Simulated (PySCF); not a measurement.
Atoms are numbered as in `[cH:1]1[cH:2][s:3][c:4]([C@@H:5]2[CH2:6][O:7]2)[cH:8]1` (H(Xn): hydrogen on atom n). Ha(C6) is cis to C4 on the ring; Hb(C6) is trans to C4 on the ring.

Geometry: GFN2-xTB; GIAO absolute shieldings from PySCF 2.14, gas phase, non-relativistic, averaged over equivalent atoms.

At PBE0/3-21G (88 basis functions, 13 s wall time on 1 thread of an Arm Neoverse N1, shared host):
```
 atoms  σ (ppm)
    C4     76.3
    C2     93.1
    C1     97.2
    C8    102.0
    C6    160.7
    C5    164.9
    S3    409.7
    O7    322.8
 H(C8)    26.22
 H(C1)    26.34
 H(C2)    26.37
 H(C5)    29.69
Hb(C6)    30.02
Ha(C6)    30.39
```

What do these become at X3LYP/cc-pVDZ?

Answers


| atoms | σ at X3LYP/cc-pVDZ | change |
| --- | --- | --- |
| C4 | 45.4 | -30.9 |
| C2 | 69.5 | -23.6 |
| C1 | 71.9 | -25.3 |
| C8 | 78.3 | -23.7 |
| C6 | 143.9 | -16.8 |
| C5 | 148.4 | -16.5 |
| S3 | 337.9 | -71.8 |
| O7 | 307.1 | -15.7 |
| H(C8) | 25.06 | -1.16 |
| H(C1) | 24.95 | -1.39 |
| H(C2) | 24.94 | -1.43 |
| H(C5) | 28.29 | -1.40 |
| Hb(C6) | 29.01 | -1.01 |
| Ha(C6) | 29.50 | -0.89 |

The largest change is at S3 (aromatic ring sulfur). Cost: 146 basis functions, 13 s wall time on 1 thread of an Arm Neoverse V2, shared host. The order of the carbon signals is the same at both levels.
